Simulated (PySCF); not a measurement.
Si4H10O3

Si4H10O3 is a molecule, neutral, singlet. The structure, one conformer, was relaxed in the gas phase by PBE0-D3(BJ)/def2-SVP. No frequency run checks that it is a minimum.

SMILES: [SiH3]O[SiH](O[SiH3])O[SiH3]

Coordinates in Å:
```
Si1     2.376   -0.765   -0.431
O2      1.182   -0.196   -1.437
Si3    -0.322    0.470   -1.459
O4     -0.358    1.777   -0.461
Si5    -0.396    2.229    1.137
O6     -1.423   -0.639   -0.945
Si7    -1.771   -1.760    0.231
H8      3.275   -1.652   -1.219
H9      1.765   -1.542    0.692
H10     3.157    0.372    0.137
H11    -0.650    0.889   -2.830
H12    -1.750    1.976    1.714
H13     0.614    1.442    1.911
H14    -0.074    3.679    1.226
H15    -3.230   -2.051    0.190
H16    -0.999   -3.014   -0.010
H17    -1.406   -1.215    1.575
```

Shieldings: GIAO PBE0/pcSseg-1. Shifts are against computed references at the same level: H TMS (σ 31.27 ppm), Si TMS (σ 352.0 ppm). Core levels by delta-SCF with SCAN, pcX-2 on the ionised atom and pcseg-1 elsewhere, spin-free X2C (2p3/2 is the spin-free 2p value less a third of a first-order spin-orbit splitting); from the vacuum level, for chosen atoms.

(1) Give the shieldings and core levels atom by atom.

(2) Which of Si1, Si3, Si5 holds its core electrons tightest, and by how much against the loosest?

(3) By CAM-B3LYP/def2-SVPD (TDDFT singlets, Tamm-Dancoff triplets, ionisation by delta-SCF), where does absorption start, and what does vertical ionisation take?

Results:

(1) 
| atoms | bonded to | σ (ppm) | δ (ppm) | core level (eV) |
| --- | --- | --- | --- | --- |
| Si1 | 1 O + 3 H | 391.2 | -39.2 | 2p3/2 107.69 |
| O2 O4 | 2 Si | 278.2 | - | 1s 537.99 |
| Si3 | 3 O + 1 H | 423.4 | -71.4 | 2p3/2 108.31 |
| Si5 | 1 O + 3 H | 391.1 | -39.1 | 2p3/2 107.68 |
| O6 | 2 Si | 279.4 | - | 1s 537.99 |
| Si7 | 1 O + 3 H | 390.9 | -38.9 | - |
| H8 H9 H10 | 1 Si | 26.11 | 5.15 | - |
| H11 | 1 Si | 27.08 | 4.18 | - |
| H12 H13 H14 | 1 Si | 26.12 | 5.15 | - |
| H15 H16 H17 | 1 Si | 26.11 | 5.16 | - |

Values are those of this one static structure, with the three H of a rotating XH3 group averaged; atoms that internal rotation interchanges would show their mean in an NMR spectrum.

(2) Si3 (bonded to 3 O + 1 H), by 0.63 eV over Si5 (bonded to 1 O + 3 H).

(3) The first singlet with intensity lies at 7.69 eV (f 0.004); what lies below it is dark. The lowest singlet lies at 7.50 eV (f 0.000), the strongest of the first 6 at 8.00 eV (f 0.012), the lowest triplet at 7.15 eV; vertical ionisation takes 10.79 eV.
